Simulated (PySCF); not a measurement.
PBEsol on P⁻ (phosphorus, charge -1), [Ne] 3s2 3p4, high-spin 3P determinant. Computed with PySCF 2.14 in dyall-av2z (13s9p2d, 50 functions), with the non-relativistic Hamiltonian (point nucleus).

```
cycle= 1 E= -340.54983332838  delta_E= -0.013  |g|= 0.0284  |ddm|= 0.162
cycle= 2 E= -340.549936124232  delta_E= -0.000103  |g|= 0.0107  |ddm|= 0.0381
cycle= 3 E= -340.549949654713  delta_E= -1.35e-05  |g|= 0.00928  |ddm|= 0.0353
cycle= 4 E= -340.550027486145  delta_E= -7.78e-05  |g|= 0.000733  |ddm|= 0.0159
cycle= 5 E= -340.550028973304  delta_E= -1.49e-06  |g|= 0.000145  |ddm|= 0.00371
cycle= 6 E= -340.550029056126  delta_E= -8.28e-08  |g|= 2.16e-05  |ddm|= 0.00109
cycle= 7 E= -340.55002905675  delta_E= -6.24e-10  |g|= 3.13e-07  |ddm|= 5.18e-05
converged SCF energy = -340.55002905675  <S^2> = 2.0078915  2S+1 = 3.0052564
```

Highest occupied orbital energy: 1.882 eV; ⟨L²⟩ = 2.03; populations by l: s 6.00, p 10.00, d 0.00.

Question: Can this result be used?

Answer: With care. The calculation finished and met its thresholds. At PBEsol the highest occupied level has a positive energy, so only the finite basis holds that electron; in a semilocal or global hybrid functional this comes from self-interaction and does not mean that the real anion is unbound.
